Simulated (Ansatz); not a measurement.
Start from `CC(F)(CF)C(F)F` and change one atom or group to get `CC(F)C(F)F`.

Ansatz, PBE0-D4/def2-TZVP geometries, multiplicity 1. Each molecule was computed in one conformer, which needn't be the lowest.

```tsv
property	`CC(F)(CF)C(F)F`
HOMO energy (ωB97M-V/def2-TZVPP) / eV	-11.79
HOMO–LUMO gap (ωB97M-V/def2-TZVPP) / eV	14.43
HOMO energy (PBE0/def2-TZVPP) / eV	-9.40
HOMO–LUMO gap (B3LYP/def2-TZVPP) / eV	10.07
size of the dipole moment (ωB97M-V/def2-TZVPP) / D	2.25
HOMO–LUMO gap (PBE/def2-TZVPP) / eV	8.09
```

Task: Give the same properties after the change, and the shifts. (An estimate is asked.)

Result: Ansatz gave: 
```tsv
property	`CC(F)C(F)F`	shift
HOMO energy (ωB97M-V/def2-TZVPP) / eV	-11.87	-0.08
HOMO–LUMO gap (ωB97M-V/def2-TZVPP) / eV	14.68	0.25
HOMO energy (PBE0/def2-TZVPP) / eV	-9.46	-0.06
HOMO–LUMO gap (B3LYP/def2-TZVPP) / eV	10.26	0.19
size of the dipole moment (ωB97M-V/def2-TZVPP) / D	1.46	-0.79
HOMO–LUMO gap (PBE/def2-TZVPP) / eV	8.26	0.17
```

With PBE0 the HOMO falls by 0.06 eV and the LUMO rises by 0.15 eV, so the gap widens by about 0.21 eV. PBE moves the HOMO by -0.05 eV and ωB97M-V by -0.08 eV. The zero-point energy changes by -53.8 kJ/mol with -9 modes. Dipoles are sizes alone; their direction can turn.

B3LYP here is the variant with VWN-RPA as its local correlation; programs differ in this.
